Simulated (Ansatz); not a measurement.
Job for Ansatz (a quantum-chemistry and plane-wave program): R-CCSD(T)/aug-cc-pVQZ on CF+, 2S+1 = 1, a spin state set in the input, which need not be the lowest, a point of a bond scan (R = 1.158 Å). Charge +1.

Ansatz 0.2 input:
```yaml
crystal:
  periodic: [false, false, false]
  atoms:
    - {symbol: C, position_ang: [0.00000000, 0.00000000, 0.00000000]}
    - {symbol: F, position_ang: [0.00000000, 0.00000000, 1.15750400]}
basis:
  gaussian:
    orbitals: aug-cc-pVQZ
    pivot_positions_ang: [[0.00000000, 0.00000000, 0.00000000], [0.00000000, 0.00000000, 1.15750400]]
total_charge: 1
magnetization: {spin_polarized: false}
correlation: {method: ccsd_t, electrons: outside_noble_gas}
output: {orbitals: {seedname: ./end}}
```

Problem. Predict the final total energy.

Solution. -137.3155 hartree (reference determinant -136.9111, T1 diagnostic 0.020).

Problem. How many basis functions does it have, and what does it roughly cost on one machine?

Solution. 160 functions; very roughly 17 core-seconds.
